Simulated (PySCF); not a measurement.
Input of a response calculation (the driver script's job line, then coordinates in Å):

```
{"job": {"kind": "uv", "xc": "wB97X-D", "basis": "def2-SVPD", "ip": true}, "charge": 0, "multiplicity": 1}
C     -1.394987    -0.462055    -1.429416
C     -1.354951    -0.084061     0.041731
C     -2.523250    -0.649921     0.822410
O     -0.182771    -0.596344     0.658556
C      1.008166     0.015766     0.497376
C      2.101230    -0.608495     1.116704
C      3.369841    -0.052093     1.027901
C      3.578177     1.134319     0.320066
C      2.494418     1.751662    -0.295522
C      1.212597     1.203749    -0.215859
H     -1.416786    -1.557391    -1.534494
H     -0.513379    -0.085804    -1.967898
H     -2.293631    -0.048245    -1.910865
H     -1.363513     1.016756     0.144651
H     -2.523047    -1.748850     0.763996
H     -2.454401    -0.361714     1.880877
H     -3.475508    -0.278487     0.416954
H      1.919129    -1.533495     1.667167
H      4.208922    -0.551626     1.518595
H      4.576795     1.570032     0.249855
H      2.638615     2.679441    -0.854989
H      0.385576     1.710919    -0.713150
```

Theory: TDDFT wB97X-D/def2-SVPD, vertical, gas phase, core orbitals frozen in the response in PySCF. Job line and output are in the format of a driver script around the code.

**Question.** What does the script print for it, SCF cycles aside?

**Answer.** 
```
converged SCF energy = -424.9718854946

Static polarisability (au): isotropic 110.836, principal 78.314 110.149 144.045

Singlet excitations
state   eV       nm        f      main configurations
  1   5.1537    240.6   0.03072   H->L 0.79, H-1->L+1 0.18
  2   5.9204    209.4   0.09586   H->L+1 0.75, H-1->L 0.22
  3   6.7208    184.5   0.01819   H->L+2 0.62, H->L+3 0.19
  4   6.9188    179.2   0.69440   H-1->L 0.66, H->L+1 0.18
  5   6.9596    178.1   0.39901   H-1->L+1 0.71, H->L 0.16
  6   7.2872    170.1   0.01388   H->L+3 0.60, H->L+8 0.12, H->L+7 0.10
  7   7.3487    168.7   0.01472   H->L+4 0.64, H-1->L+2 0.12
  8   7.5944    163.3   0.00053   H-1->L+2 0.34, H-1->L+3 0.33, H->L+4 0.13
  9   7.7358    160.3   0.01064   H->L+8 0.32, H->L+6 0.22, H->L+4 0.09
 10   7.7588    159.8   0.00152   H-2->L 0.45, H-4->L 0.20, H-3->L 0.18

Triplet excitations (Tamm-Dancoff, eV): 4.0989 4.3372 4.7677 5.5446
Vertical ionisation energy (delta-SCF) = 8.1261 eV
```

The structure is a single PBE0-D3(BJ)/def2-SVP conformer in the gas phase; no vibrational or solvent corrections.

H and L stand for HOMO and LUMO.

All these states lie below the vertical ionisation energy of 8.13 eV (ΔSCF).

Hardware: one thread of an Arm Neoverse V1 (shared host). Cost: 4.8 min wall.

The values belong to the conformer `[CH3:1][CH:2]([CH3:3])[O:4][c:5]1[cH:6][cH:7][cH:8][cH:9][cH:10]1`: C1–C2–O4–C5 78°, C2–O4–C5–C6 -178°.

The pairwise dispersion term of wB97X-D wasn't added to the energies; at a given geometry it leaves orbitals and properties as they are.
